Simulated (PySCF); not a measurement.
# How methods differ on the ionisation energy of P⁺

P⁺ [Ne] 3s2 3p2 (3P) → P²⁺ [Ne] 3s2 3p1 (2P), as a difference of total energies. Computed with PySCF 2.14 in aug-cc-pV(5+d)Z (8s7p6d4f3g2h, 136 functions), with no relativity, point nucleus. Correlated levels: valence: [Ne] frozen. The calculations carry no spin-orbit coupling.

| method | ionisation energy (eV) |
| --- | --- |
| UHF | 19.169 |
| LDA | 19.825 |
| PBE | 19.784 |
| PBE0 | 19.821 |
| r2SCAN | 19.946 |
| PW91 | 19.839 |
| B2PLYP | 19.642 |
| B97-3 | 19.654 |
| MP2 (valence) | 19.672 |
| SCS-MP2 (valence) | 19.582 |

A first-order spin-orbit estimate (lowest level to lowest level, LS coupling) adds -0.007 eV.

Q: Which method comes closest to the reference value, and which is furthest?

A: The reference is 19.769 eV (semi-empirical (NIST evaluation); NIST Atomic Spectra Database, ionization energies). Closest: PBE (error 0.008 eV); furthest: UHF (error -0.607 eV), both after the spin-orbit estimate.
